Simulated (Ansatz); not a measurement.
The cluster Ag₃Cl₄⁻. The state is a singlet with charge -1. Geometry PBE-D4/def2-SVPD, basis def2-TZVPD, Ansatz.

```tsv
atom	x (Å)	y (Å)	z (Å)
Ag1	0.3706	0.3762	-1.5472
Ag2	-0.1371	-1.5351	0.5453
Ag3	-0.2951	1.3331	1.1461
Cl4	0.1263	2.8202	-0.7126
Cl5	-1.5643	-1.3671	-1.6197
Cl6	-0.6887	-0.3829	2.8028
Cl7	2.1883	-1.2444	-0.6147
```

```csv
run,HOMO (eV),LUMO (eV)
A,-2.37,0.98
B,-4.65,2.23
C,-2.16,0.72
D,-3.63,1.70
E,-3.05,1.19
F,-3.45,1.54
```

In the def2 sets Ag takes a core potential; there is no spin–orbit coupling. HSE06 is defined as in plane-wave codes, on full-range PBE exchange. No other spin state of charge -1 was run. Another isomer (singlet) lies 0.15 eV lower at PBE0-D4/def2-TZVPD; other spin states weren't run for this one.

Question: The runs used BHLYP, HSE06, PBE, PBE0, r2SCAN, r2SCAN0. Estimate which is which.

Answer: A r2SCAN (0 % exact exchange); B BHLYP (50 % exact exchange); C PBE (0 % exact exchange); D r2SCAN0 (25 % exact exchange); E HSE06 (range-separated); F PBE0 (25 % exact exchange). Exact exchange lowers occupied and raises empty levels; among semilocal functionals meta-GGAs tend to open the gap a little, and such runs are hard to tell apart. The gap grows from 2.88 eV (PBE) to 6.88 eV (BHLYP).
